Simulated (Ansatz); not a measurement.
Ta(S)(F)(OH)2 (FH2O2STa), SMILES [OH][Ta]([OH])([F])=[S], multiplicity 1.

Geometry optimised at B3LYP-D3(BJ)/def2-SVP. The multiplicity is an assumed one; no other spin state was optimised. The structure was generated by enumeration; whether it is a known compound was not checked. The def2 effective core potentials stand for the cores of Ta; spin–orbit coupling is left out. The values are those of a single conformer.

Two levels are set side by side: PBE/def2-SVPD (Ansatz, an electronic-structure program) and PBE0/def2-SVPD (Ansatz). Energy differences of separate SCF runs at the same geometry; the states with an electron removed or added have multiplicity 2 and 2. Differences are taken from unrounded values.

| quantity | PBE0 | PBE | PBE minus PBE0 |
|---|---|---|---|
| vertical ionisation energy (eV) | 9.92 | 9.82 | -0.10 |
| vertical singlet–triplet gap (eV) | 3.83 | 4.08 | 0.25 |
